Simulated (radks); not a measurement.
The numbers below are computed, except where a source is named.
The sulfur anion S-, [Ne] 3s2 3p5, held by a Watson sphere: a shell of charge +1 at radius R that stands for the Madelung well of a crystal (potential energy -1/R inside, -1/r outside, in hartree with lengths in bohr). Code: a radial shooting solver on a logarithmic mesh with Libxc functionals. Model: non-relativistic Kohn-Sham, LDA (Slater exchange, Perdew-Wang correlation), spin-unpolarised, spherical densities, point nucleus. Response by self-consistent Sternheimer equations with the Hartree and adiabatic LDA kernel. The sphere does not respond.

| R (bohr) | e(2p) (eV) | e(3s) (eV) | e(3p) (eV) | <r> 3p (bohr) | sum of <r^2> (bohr^2) | X-ray form factor at sin(theta)/lambda = 0.2 1/angstrom | alpha (bohr^3) |
|---|---|---|---|---|---|---|---|
| 2.35 | -154.74 | -17.193 | -7.435 | 2.122 | 36.12 | 11.232 | 25.49 |
| 2.5 | -154.67 | -16.948 | -7.244 | 2.143 | 36.76 | 11.204 | 26.84 |
| 2.75 | -154.52 | -16.558 | -6.922 | 2.174 | 37.75 | 11.167 | 29.23 |
| 3.15 | -154.23 | -15.984 | -6.410 | 2.217 | 39.15 | 11.129 | 33.30 |
| 3.17 | -154.22 | -15.956 | -6.385 | 2.219 | 39.22 | 11.128 | 33.51 |
| 4.14 | -153.40 | -14.807 | -5.276 | 2.291 | 41.74 | 11.095 | 43.88 |
